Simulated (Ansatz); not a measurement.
Ansatz (an electronic-structure program) input:

Ansatz 0.2 input:
```yaml
crystal:
  periodic: [false, false, false]
  atoms:
    - {symbol: Si, position_ang: [-1.57618248, -0.02765166, 0.53235007]}
    - {symbol: Ge, position_ang: [0.64526017, 0.05102917, -0.21223446]}
    - {symbol: H, position_ang: [-1.72713899, -1.41593366, -0.07183293]}
    - {symbol: H, position_ang: [1.60070679, -1.13683560, -0.49696948]}
    - {symbol: H, position_ang: [1.54466141, 1.30695885, -0.09259570]}
basis:
  gaussian:
    orbitals: def2-SVPD
magnetization: {spin_polarized: true, initial_magnetization: 1}
correlation: {method: ccsd_t, electrons: outside_noble_gas}
```

What final total energy does it print?

-2365.83423 Eh (CCSD(T)/def2-SVPD). The basis has 86 functions.

It need not be the lowest isomer of its formula.

The determinant is spin-contaminated: <S^2> is 0.97 against 0.75 for a pure state.
